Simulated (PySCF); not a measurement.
Species: C4H4NO4 (charge -1).
Cartesian coordinates in Å at the GFN2-xTB level; atoms count from 1:
```
atom  x, y, z in Å
N1     3.7319    0.2283    0.5466
C2     2.5941    0.2457    0.4144
C3     1.1630    0.2798    0.2687
O4     0.7765   -0.3457   -0.9405
C5    -0.6026   -0.6999   -0.9305
O6    -1.4438    0.3334   -0.6723
C7    -1.9654    0.4533    0.7565
O8    -1.5219   -0.3807    1.5239
O9    -2.7311    1.3798    0.8596
H10    0.6942   -0.2304    1.1280
H11    0.8267    1.3304    0.2847
H12   -0.7779   -1.0819   -1.9462
H13   -0.7481   -1.5115   -0.1891
```

Computed at PBE0/pcSseg-1 (PySCF, non-relativistic), with Q(14N) = 0.02044 b, Q(17O) = −0.0256 b: N1, 14N (I = 1): χzz = -4.429 MHz, η = 0.184; O4, 17O (I = 5/2): χzz = -12.54 MHz, η = 0.969; O6, 17O (I = 5/2): χzz = -10.16 MHz, η = 0.524; O8, 17O (I = 5/2): χzz = 7.134 MHz, η = 0.690; O9, 17O (I = 5/2): χzz = 7.851 MHz, η = 0.467.

(1) Where would the pure quadrupole (NQR) lines of 14N at N1 fall for the rigid, isolated species?

(2) Where would the pure quadrupole (NQR) lines of 17O at O4 fall for the rigid, isolated species?

(3) Find the zero-field quadrupole resonance frequencies of 17O at O6.

(4) Find the zero-field quadrupole resonance frequencies of 17O at O8.

(5) Where would the pure quadrupole (NQR) lines of 17O at O9 fall for the rigid, isolated species?

Answers

(1) From ν± = (3/4)|χ|(1 ± η/3) and ν0 = |χ|η/2: ν+ 3.525 MHz, ν− 3.118 MHz, ν0 0.407 MHz (nitrile nitrogen).

(2) From the eigenvalues of H = χ/[4I(2I − 1)] × [3Iz² − I(I + 1) + η(Ix² − Iy²)], steps between neighbouring levels, labelled as for η = 0: ±1/2↔±3/2 3.251 MHz, ±3/2↔±5/2 3.334 MHz (ether oxygen).

(3) From the eigenvalues of H = χ/[4I(2I − 1)] × [3Iz² − I(I + 1) + η(Ix² − Iy²)], steps between neighbouring levels, labelled as for η = 0: ±1/2↔±3/2 1.925 MHz, ±3/2↔±5/2 2.907 MHz (oxygen singly bound to a carbonyl carbon).

(4) From the eigenvalues of H = χ/[4I(2I − 1)] × [3Iz² − I(I + 1) + η(Ix² − Iy²)], steps between neighbouring levels, labelled as for η = 0: ±1/2↔±3/2 1.522 MHz, ±3/2↔±5/2 1.987 MHz (oxygen bonded to C).

(5) From the eigenvalues of H = χ/[4I(2I − 1)] × [3Iz² − I(I + 1) + η(Ix² − Iy²)], steps between neighbouring levels, labelled as for η = 0: ±1/2↔±3/2 1.430 MHz, ±3/2↔±5/2 2.265 MHz (oxygen bonded to C).

In a crystal, neighbours and librations shift these lines. The pcSseg-1 basis has no diffuse functions, a weakness for an anion. GFN2-xTB bond lengths can be off by several hundredths of an ångström, more for odd bonds, and the gradients follow them. These gradients aren't converged with respect to the basis.

One conformer stands for the species.
